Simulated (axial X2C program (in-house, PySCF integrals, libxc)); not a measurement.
WSi with a deliberately poor setting

Computed with an in-house all-electron X2C program for linear molecules (integrals from PySCF).

Input:
```json
{"zs": [74, 14], "q": 0, "bas": ["dyall-v3z", "dyall-v3z"], "levels": ["PBE0", "HF", "TPSS", "B97-3"], "cc": false, "r0": 2.53, "npts": 10, "nst": 2, "ntry": 6, "opt": {"auxb": 4.0}}
```
```bash
python so2c.py task.json out
```

Keys: zs atomic numbers; q charge; bas basis sets; levels methods; cc coupled cluster on or off; r0 starting distance in Å; npts points on the curve; nst determinants followed; ntry starts of the search; auxb ratio of fitting exponents. HF also brings MP2.

Problem. One numerical setting was spoiled on purpose. Which, and what came out?

Solution. Density fitting set too sparse. States: spin-free M_S = 2, Λ = 1; 2c Ω = 3. The apparent results, which are not to be taken for properties of WSi:

```
Hamiltonian  level  points converged  Re (Å)  ωe (cm⁻¹)  De (eV)  curve-fit residual (μEh)
  spin-free   PBE0            5 of 5   2.439        332     1.17                        13
  spin-free     HF            5 of 5     n/a        n/a      n/a                       n/a
  spin-free    MP2            5 of 5   2.467        307     0.89                        14
  spin-free   TPSS            5 of 5   2.416        366     1.52                        15
  spin-free  B97-3            5 of 5   2.440        336     1.72                        13
         2c   PBE0            5 of 5   2.433        333     1.20                        13
         2c     HF            5 of 5     n/a        n/a      n/a                       n/a
         2c    MP2            5 of 5   2.462        307     0.93                        14
         2c   TPSS            5 of 5   2.409        368     1.56                        15
         2c  B97-3            5 of 5   2.435        336     1.74                        13
```
